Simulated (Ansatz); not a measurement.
Species: SiH₂Cl₂, charge 0, singlet. SiH2Cl2 (SMILES Cl[SiH2]Cl).
B3LYP-D3(BJ)/def2-TZVP minimum from Ansatz (a program for electronic structure):
```
Si
H 1 1.4701
H 1 1.4701 2 112.80
Cl 1 2.0521 2 108.47 3 120.19
Cl 1 2.0521 2 108.47 3 -120.19
```
Charge 0, spin multiplicity 1.

Hartree-Fock and CCSD(T) correlation energies in hartree (Ansatz). UHF or UKS for unpaired electrons; spin-orbit terms are left out. Correlated methods leave the cores frozen. No relativity.

| basis | X | E(HF) | E(corr, CCSD(T)) |
|---|---|---|---|
| cc-pV(T+d)Z | 3 | -1209.26106 | -0.56656 |
| cc-pV(Q+d)Z | 4 | -1209.27209 | -0.61635 |
| cc-pV(5+d)Z | 5 | -1209.27398 | withheld |

Task: Fit E(corr) = E∞ + A/X³ to X = 3 and 4, predict X = 5, and compare with the run.

Result: A = (-0.56656 - (-0.61635))/(1/27 - 1/64) = 2.3253; E∞ = -0.61635 - A/64 = -0.65268; at X = 5, E∞ + A/125 = -0.63408. The run gave -0.63259, 1.49 mEh above the prediction. The same form on X = 4 and 5 gives E∞ = -0.64963, 3.05 mEh above the first estimate.
